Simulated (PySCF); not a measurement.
## Ge⁻ (germanium, charge -1) across methods

[Ar] 3d10 4s2 4p3, high-spin 4S determinant. Computed with PySCF 2.14 in aug-cc-pVQZ-DK, with scalar relativity by spin-free X2C-1e. The B2PLYP total includes its PT2 part (frozen core); its orbital energies are those of the SCF part.

```json
{"method": "CAM-B3LYP", "E (hartree)": "-2098.912", "mean ε 4s α (eV)": "-9.082", "mean ε 4s β (eV)": "-6.667", "mean ε 4p α (eV)": "-0.472", "Σ⟨r²⟩ (bohr²)": "66.08", "⟨S²⟩": "3.751"}
{"method": "r2SCAN", "E (hartree)": "-2098.761", "mean ε 4s α (eV)": "-6.524", "mean ε 4s β (eV)": "-4.328", "mean ε 4p α (eV)": "0.962", "Σ⟨r²⟩ (bohr²)": "66.43", "⟨S²⟩": "3.752"}
{"method": "PBE0", "E (hartree)": "-2098.517", "mean ε 4s α (eV)": "-7.526", "mean ε 4s β (eV)": "-5.121", "mean ε 4p α (eV)": "0.412", "Σ⟨r²⟩ (bohr²)": "66.74", "⟨S²⟩": "3.751"}
{"method": "PBE", "E (hartree)": "-2098.491", "mean ε 4s α (eV)": "-6.057", "mean ε 4s β (eV)": "-4.407", "mean ε 4p α (eV)": "1.129", "Σ⟨r²⟩ (bohr²)": "69.77", "⟨S²⟩": "3.751"}
{"method": "BLYP", "E (hartree)": "-2098.877", "mean ε 4s α (eV)": "-5.964", "mean ε 4s β (eV)": "-4.677", "mean ε 4p α (eV)": "1.324", "Σ⟨r²⟩ (bohr²)": "71.92", "⟨S²⟩": "3.750"}
{"method": "B2PLYP", "E (hartree)": "-2098.344", "mean ε 4s α (eV)": "-9.000", "mean ε 4s β (eV)": "-5.916", "mean ε 4p α (eV)": "-0.173", "Σ⟨r²⟩ (bohr²)": "66.68", "⟨S²⟩": "3.751"}
{"method": "UHF", "E (hartree)": "-2097.08752", "mean ε 4s α (eV)": "-11.587", "mean ε 4s β (eV)": "-6.545", "mean ε 4p α (eV)": "-1.594", "Σ⟨r²⟩ (bohr²)": "64.92", "⟨S²⟩": "3.753"}
{"method": "LDA", "E (hartree)": "-2095.490", "mean ε 4s α (eV)": "-6.234", "mean ε 4s β (eV)": "-4.772", "mean ε 4p α (eV)": "1.058", "Σ⟨r²⟩ (bohr²)": "69.65", "⟨S²⟩": "3.750"}
{"method": "LC-wPBE", "E (hartree)": "-2098.529", "mean ε 4s α (eV)": "-10.750", "mean ε 4s β (eV)": "-7.547", "mean ε 4p α (eV)": "-1.671", "Σ⟨r²⟩ (bohr²)": "62.57", "⟨S²⟩": "3.755"}
```

The highest occupied level is positive at r2SCAN, PBE0, PBE, BLYP, LDA: only the finite basis holds that electron, which in a density functional comes from self-interaction.
